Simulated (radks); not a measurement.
Neutral argon inside a hard spherical wall (all orbitals vanish at R), configuration held at [Ar] and not refilled when levels cross. Calculated with a radial shooting solver on a logarithmic mesh with Libxc functionals: scalar-relativistic Kohn-Sham, r2SCAN, spin-polarised, spherical densities, finite nucleus; meta-GGA in the generalised Kohn-Sham scheme; Fermi nuclear charge, rms radius 3.4274 fm. Eigenvalues in eV for spin up, with the zero of energy where the potential of the charges vanishes at infinity; a dash marks a level that is unbound or too diffuse for the functional's potential to be trusted. A positive occupied level is held by the wall or, in an anion where self-interaction has pushed it up, behind a barrier. The pressure on the wall is -dE/dV.

R (bohr),E (hartree),kinetic (hartree),e(2s),e(2p),e(3s),e(3p),"e(4s, empty)","e(4p, empty)",pressure (GPa)
free,-529.40910,532.193,-302.58,-233.24,-25.398,-10.711,-,-,0
20,-529.40910,532.193,-302.58,-233.24,-25.398,-10.711,-,-,< 0.0001
12,-529.40910,532.193,-302.58,-233.24,-25.398,-10.711,0.573,1.690,< 0.0001
8,-529.40903,532.194,-302.57,-233.24,-25.392,-10.706,1.835,4.117,0.00461
7,-529.40868,532.198,-302.54,-233.21,-25.371,-10.685,2.778,5.725,0.0366
3.5,-529.13843,533.770,-296.54,-227.15,-21.333,-6.224,28.322,37.776,102
2.5,-527.33337,541.197,-278.02,-208.33,-7.841,9.216,87.693,100.24,1670
